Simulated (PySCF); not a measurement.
Bonds (- single, = double, # triple, : aromatic): C1-B2 1.563 Å, B2-Si3 2.033 Å, B2-B4 1.684 Å, B4-F5 1.330 Å. C1 carries H6, H7, H8; Si3 carries H9, H10, H11; B4 carries H12.

Geometry: PBE0-D3(BJ)/def2-SVP; GIAO shifts from PySCF 2.14.0 with density-fitted response routines, gas phase, non-relativistic, averaged over equivalent atoms.

At PBE0/STO-3G (36 basis functions, 2.6 s wall time on 1 thread of an Arm Neoverse V1, shared host):
```json
{"atoms": "C1", "δ (ppm)": "21.5"}
{"atoms": "B2", "δ (ppm)": "133.7"}
{"atoms": "B4", "δ (ppm)": "64.2"}
{"atoms": "Si3", "δ (ppm)": "-87.7"}
{"atoms": "F5", "δ (ppm)": "134.9"}
{"atoms": "H12", "δ (ppm)": "6.63"}
{"atoms": "H9/H10/H11", "δ (ppm)": "1.76"}
{"atoms": "H6/H7/H8", "δ (ppm)": "1.73"}
```

Chemical shifts δ = σref − σ; TMS for ¹³C (σref 234.69), ²⁹Si (σref 517.60), ¹H (σref 32.60); BF3·OEt2 for ¹¹B (σref 128.75); ¹⁹F (σref 304.40) against CFCl3, all at this level.

What do these become at HF/pcSseg-2?

Results:


| atoms | δ at HF/pcSseg-2 | change |
| --- | --- | --- |
| C1 | 18.2 | -3.3 |
| B2 | 118.2 | -15.5 |
| B4 | 67.8 | +3.6 |
| Si3 | -92.7 | -5.0 |
| F5 | 8.6 | -126.3 |
| H12 | 5.88 | -0.75 |
| H9/H10/H11 | 3.47 | +1.71 |
| H6/H7/H8 | 1.70 | -0.03 |

References, each an isolated molecule treated in the same way: TMS for ¹³C (σ = 191.47 ppm), ²⁹Si (σ = 382.96 ppm), ¹H (σ = 31.68 ppm); ¹¹B (σ = 114.51 ppm) vs BF3·OEt2; CFCl3 for ¹⁹F (σ = 245.28 ppm).

The largest change is at F5 (fluorine bonded to B). Cost: 285 basis functions, 30 s wall time on 1 thread of an Arm Neoverse N1, shared host.

A carbon bonded to boron is broadened by the quadrupolar boron nucleus and is often missing from a measured spectrum. Unscaled 19F shifts against computed CFCl3 carry errors that often reach 10 to 50 ppm.
